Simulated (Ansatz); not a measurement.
`[SiH3][O][Al]([SH])[Br]` + H–F → `[F][Al]([SH])[Br]` + silanol  (ligand exchange at the Al–O bond)

Gas-phase electronic energies from Ansatz, PBE0-D4/def2-TZVP geometries. CCSD(T)/CBS is the MP2 limit (def2-TZVPP, def2-QZVPP) plus CCSD(T) − MP2 in def2-TZVPP, frozen cores. This one scheme is used for every species. Functionals use def2-TZVPP. B3LYP here is the variant with VWN-RPA as its local correlation; programs differ in this. HSE06 is defined as in plane-wave codes. For Br outer-core shells are correlated without core-valence functions, which leaves a few kJ/mol of doubt a bond. Scalar relativity is left out up to krypton. One conformer a species, not always the lowest.

CCSD(T)/CBS gives -4.3 kcal/mol.

Problem. Another level gave -5.8 kcal/mol. Which?
A. B3LYP-D4/def2-TZVPP
B. HSE06/def2-TZVPP
C. BHLYP-D4/def2-TZVPP
D. BLYP/def2-TZVPP

Solution. B. HSE06 -5.8, B3LYP-D4 -4.7, BLYP -7.8, BHLYP-D4 -3.6 kcal/mol.

Largest T1 diagnostic among the species: 0.011.

From r2SCAN to r2SCAN0 (25 % exact exchange), in def2-TZVPP and without D4, ΔE moves by +0.9 kcal/mol. Leaving LDA and LC-ωPBE aside and taking each functional with its dispersion term where it has one, the values, not all of them listed here, spread over 2.5 kcal/mol, from B97M-V to BHLYP-D4. LDA lies +1.3 kcal/mol from PBE without D4. The D4 term adds +2.0 kcal/mol with B3LYP and +1.2 kcal/mol with PBE0; it sums over pairs of atoms, weighted by their polarisabilities, and B3LYP, whose exchange is more repulsive, gets the larger term.

CCSD(T)/CBS has its own doubt, a few kJ/mol and more with outer-core shells, so smaller differences from it don't rank the levels.
